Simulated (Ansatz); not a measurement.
Mulliken charges of CH4Br2Si, SMILES `C[SiH](Br)Br` from ωB97M-V/def2-TZVPP in Ansatz (PBE0-D4/def2-TZVP geometry).

```csv
atom,x (Å),y (Å),z (Å),charge (e)
C1,-0.108,1.032,-0.096,-0.425
Si2,-0.012,-0.796,0.170,0.395
Br3,2.022,-1.350,0.855,-0.185
Br4,-0.462,-1.855,-1.725,-0.185
H5,-1.110,1.307,-0.431,0.133
H6,0.112,1.556,0.837,0.133
H7,0.614,1.344,-0.853,0.138
H8,-0.964,-1.295,1.185,-0.003
```

By hand: the dipole of these point charges (1 e Å = 4.8032 D).

Σ q r = (-0.293, 0.410, 0.202) e Å, of length 0.543 e Å = 2.61 D.

How does the dipole of the full density compare? (An estimate is asked.)

The calculation gave: (-0.178, 0.366, 0.100) e Å, 2.01 D; the point charges give 1.30 times that, at 12° from its direction.

Point charges leave out the atoms' own dipoles, such as those of lone pairs, and Mulliken's split depends on the basis, so the two needn't agree.
